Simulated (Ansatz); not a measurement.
Consider the formal exchange of groups at the Al–B bond: `F[B]([AlH2])[SiH3]` + ethylene → `C=[CH][AlH2]` + `FB[SiH3]`.

Computed with Ansatz on PBE0-D4/def2-TZVP structures; ΔE is electronic, products minus reactants. CCSD(T)/CBS is the MP2 limit (def2-TZVPP, def2-QZVPP) plus CCSD(T) − MP2 in def2-TZVPP, frozen cores. This one scheme is used for every species. DFT in def2-TZVPP. B3LYP here is the variant with VWN-RPA as its local correlation; programs differ in this.

| level | ΔE (eV) |
| --- | --- |
| LDA (SPW92) | -0.39 |
| B3LYP-D4 | -0.48 |

(1) What does CCSD(T)/CBS give? (Best estimate.)

Largest T1 diagnostic among the species: 0.015.

Results:

(1) Computed: -0.50 eV. The listed levels differ from it by 0.11, 0.02 eV.

Leaving LDA and LC-ωPBE aside and taking each functional with its dispersion term where it has one, the values, not all of them listed here, spread over 0.16 eV, from B2PLYP to PBE-D4. From PBE to PBE0 (25 % exact exchange), in def2-TZVPP and without D4, ΔE moves by −0.05 eV.
